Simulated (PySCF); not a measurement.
C3H5BFNO, SMILES CB(F)/C=N/C=O. Geometry optimised at B3LYP-D3(BJ)/def2-SVP. The structure was generated by enumeration; whether it is a known compound was not checked. Other conformers were not sampled.

Computed equilibrium geometry at B3LYP-D3(BJ)/def2-SVP (PySCF confirms it by a frequency run) as Cartesian coordinates in Å (one conformer of several):
```xyz
12

C     -2.5899     0.1574    -1.0303
B     -1.4155    -0.3885    -0.1587
F     -1.6423    -1.2421     0.8298
C      0.0975     0.0214    -0.4247
N      1.0001    -0.2041     0.4521
C      2.3132     0.2445     0.3115
O      2.6410     1.4022     0.2361
H     -2.4699     1.2289    -1.2620
H     -3.5809    -0.0167    -0.5866
H     -2.5590    -0.3644    -2.0071
H      0.3688     0.5426    -1.3669
H      3.0459    -0.5980     0.3553
```
